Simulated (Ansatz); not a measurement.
Molecule: CF2I (charge 0, doublet). It need not be the lowest isomer of its formula. SMILES: F[C](F)I
Geometry: optimised at B3LYP-D3(BJ)/def2-TZVP (Ansatz, a first-principles code).

Parts of the frozen-core correlation energy in STO-3G (Ansatz, hartree). Frozen orbitals: 26; correlated occupied orbitals by spin: 13 and 12; virtual: 3 and 4. UHF or UKS for open shells. Spin-orbit coupling is left out. Past Kr the def2 sets carry scalar-relativistic core potentials. STO-3G rows are all-electron and non-relativistic.

```csv
term,value
reference (HF),-7084.12915
MP2 opposite-spin,?
MP2 same-spin,?
CCSD correlation,-0.10595
(T),?
T1 diagnostic,0.014
largest doubles amplitude,0.053
<S^2> of the reference,0.756
```

### Question
Fill in the missing entries.

### Answer

- MP2 opposite-spin, value: -0.06803
- MP2 same-spin, value: -0.01682
- (T), value: -0.00474
